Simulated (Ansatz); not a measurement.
Two members of one family (AlN nanocrystals, H-capped), computed with Ansatz in the gas phase. A negative affinity means that the extra electron isn't bound at that geometry and level; within about 0.2 eV of zero the sign isn't settled. Binding counts from free atoms in the multiplicity of their measured ground term, without zero-point energy. Sets without diffuse functions give affinities that are too small. A dash marks a value that wasn't run or was left out as unsound. The structures are stationary points that may keep the symmetry of their start. Remarks come from the PBE and PBE0 runs and from stability tests at other levels; not every state was tested. A HOMO above zero means that the electron is unbound at that level and held by the basis, or that self-interaction error raises the level; the energy of removing that electron tells which. HOMO above LUMO (over both spins in singlets and doublets, within one spin in higher multiplets; at PBE or PBE0), or a gap under 0.15 eV within one spin, warns that the state may not be the lowest or that an electron is smeared out.

First: Al9N9H26, cut from wurtzite (singlet, charge 0, PBE-D4/def2-SVP geometry).

```tsv
atom	x (Å)	y (Å)	z (Å)
N1	1.430	0.099	-2.900
Al2	1.230	-1.356	-1.624
N3	2.899	-1.113	-0.547
Al4	-1.748	-1.008	-1.434
N5	-0.102	-0.874	-0.367
Al6	-0.347	-2.241	0.920
Al7	2.650	-0.839	1.350
N8	1.287	-2.018	2.053
N9	-1.716	-1.667	2.177
Al10	1.804	1.886	-2.154
Al11	-1.406	2.124	-2.161
N12	-2.501	0.763	-1.284
N13	0.237	2.124	-1.048
Al14	0.063	0.856	0.337
N15	1.741	0.874	1.382
Al16	-3.076	1.186	0.535
N17	-1.354	1.230	1.522
Al18	-1.429	0.069	3.066
H19	2.125	-0.142	-3.624
H20	0.535	0.214	-3.421
H21	1.314	-2.836	-2.213
H22	3.581	-1.859	-0.756
H23	3.336	-0.227	-0.883
H24	-1.206	-1.363	-2.922
H25	-2.607	-2.149	-0.664
H26	-0.369	-3.781	0.500
H27	4.016	-0.907	2.174
H28	1.664	-2.935	2.338
H29	0.969	-1.555	2.933
H30	-2.616	-1.553	1.665
H31	-1.904	-2.404	2.875
H32	2.006	3.002	-3.281
H33	3.100	1.618	-1.171
H34	-0.935	1.543	-3.606
H35	-2.070	3.585	-2.090
H36	-3.380	0.752	-1.834
H37	0.277	3.078	-0.652
H38	2.369	1.604	1.006
H39	1.529	1.132	2.361
H40	-3.870	-0.104	1.130
H41	-3.760	2.635	0.640
H42	-1.283	2.202	1.866
H43	0.092	-0.072	3.685
H44	-2.577	0.427	4.121
```

| level | HOMO (eV) | LUMO (eV) | gap (eV) | vertical EA (eV) | binding per atom (eV) |
| --- | --- | --- | --- | --- | --- |
| PBE-D4/def2-TZVP | -6.05 | -1.47 | 4.58 | 0.12 | 3.57 |
| BLYP-D4/def2-TZVP | -5.96 | -1.35 | 4.60 | 0.06 | 3.55 |
| r2SCAN-D4/def2-TZVP | -6.35 | -1.06 | 5.30 | – | 3.56 |
| PBE0-D4/def2-SVP | -7.20 | -0.33 | 6.87 | – | 3.55 |
| PBE0-D4/def2-TZVP | -7.26 | -0.71 | 6.55 | -0.21 | 3.53 |

Remarks: HOMO above zero (-1 doublet).

Second: Al11N11H28, cut from wurtzite (singlet, charge 0, PBE-D4/def2-SVP geometry).

Cartesian coordinates in Å:
```
Al -3.504 -0.311 -0.164
N -3.601 1.187 1.148
Al -1.516 -2.020 -1.592
N -0.322 -1.395 -3.021
N -1.582 -0.650 -0.310
Al -0.654 0.914 -0.937
Al -1.911 1.762 1.939
N -0.805 2.277 0.447
Al 1.467 -0.793 -2.477
N 1.213 0.501 -1.140
Al 2.196 2.035 -1.855
Al 0.890 2.915 1.108
N 1.893 3.447 -0.480
N -0.493 -3.507 -0.791
Al -0.912 -1.248 1.374
N -1.023 0.211 2.620
Al 1.265 -3.095 -0.030
N 2.214 -2.392 -1.594
N 0.977 -1.596 1.079
Al 2.004 -0.048 0.509
Al 0.741 0.640 3.386
N 1.702 1.333 1.812
H -4.087 0.277 -1.546
H -4.214 -1.553 0.583
H -4.057 1.995 0.696
H -4.260 0.919 1.896
H -2.871 -2.599 -2.210
H -0.785 -0.550 -3.410
H -0.288 -2.050 -3.817
H -1.284 1.440 -2.328
H -2.207 2.925 2.995
H -1.270 3.089 0.003
H 2.354 -0.448 -3.760
H 1.502 2.579 -3.203
H 3.779 1.737 -1.790
H 0.801 4.164 2.103
H 1.420 4.249 -0.927
H 2.811 3.825 -0.199
H -0.467 -4.320 -1.426
H -1.081 -3.828 0.003
H -1.599 -2.609 1.908
H -1.559 -0.125 3.439
H 1.976 -4.395 0.565
H 2.432 -3.127 -2.285
H 3.145 -2.089 -1.251
H 1.348 -1.813 2.028
H 3.553 -0.489 0.380
H 0.597 1.790 4.500
H 1.446 -0.759 3.823
H 2.625 1.596 2.199
```

Estimate the same table for the second.


```json
{"level": "PBE-D4/def2-TZVP", "HOMO (eV)": "-6.12", "LUMO (eV)": "-1.53", "gap (eV)": "4.60", "vertical EA (eV)": "0.12", "binding per atom (eV)": "3.69"}
{"level": "BLYP-D4/def2-TZVP", "HOMO (eV)": "-6.03", "LUMO (eV)": "-1.47", "gap (eV)": "4.56", "vertical EA (eV)": "–", "binding per atom (eV)": "3.67"}
{"level": "r2SCAN-D4/def2-TZVP", "HOMO (eV)": "-6.42", "LUMO (eV)": "-0.99", "gap (eV)": "5.43", "vertical EA (eV)": "–", "binding per atom (eV)": "3.67"}
{"level": "PBE0-D4/def2-SVP", "HOMO (eV)": "-7.29", "LUMO (eV)": "-0.25", "gap (eV)": "7.05", "vertical EA (eV)": "–", "binding per atom (eV)": "3.67"}
{"level": "PBE0-D4/def2-TZVP", "HOMO (eV)": "-7.35", "LUMO (eV)": "-0.76", "gap (eV)": "6.59", "vertical EA (eV)": "-0.17", "binding per atom (eV)": "3.64"}
```

Remarks: HOMO above zero (-1 doublet), gap within one spin near zero at PBE or PBE0 (-1 doublet).
